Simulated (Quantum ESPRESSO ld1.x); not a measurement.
Results of a calculation; reference values are marked as such.
Problem. The aim is neutral ruthenium in [Kr] 4d7 5s1. What will ld1.x (Quantum ESPRESSO 7.5) do with this input?

```
 &input
    zed=44.0,
    iswitch=1,
    rel=2,
    lsd=2,
    dft='PBE',
    config='[Kr] 4d7 5s1',
    verbosity='high',
    lsmall=.true.,
    prefix='ld1',
    max_out_wfc=37,
    file_charge='ld1.rho',
 /
```

Solution. Refused. The program stops in ld1_readin with "lsd not correct": lsd takes 0 or 1.

Output (excerpt):

```
     Program LD1 v.7.5 starts

 %%%%%%%%%%%%%%%%%%%%%%%%%%%%%%%%%%%%%%%%%%%%%%%%%%%%%%%%%%%%%%%%%%%%%%%%%%%%%%
     Error in routine ld1_readin (1):
     lsd not correct
 %%%%%%%%%%%%%%%%%%%%%%%%%%%%%%%%%%%%%%%%%%%%%%%%%%%%%%%%%%%%%%%%%%%%%%%%%%%%%%

     stopping ...
```

Run on one thread of a shared host, so times are rough (Intel(R) Xeon(R) Processor @ 2.60GHz): 0.22 s of CPU time, 1.4 s wall, peak memory 26 MiB.
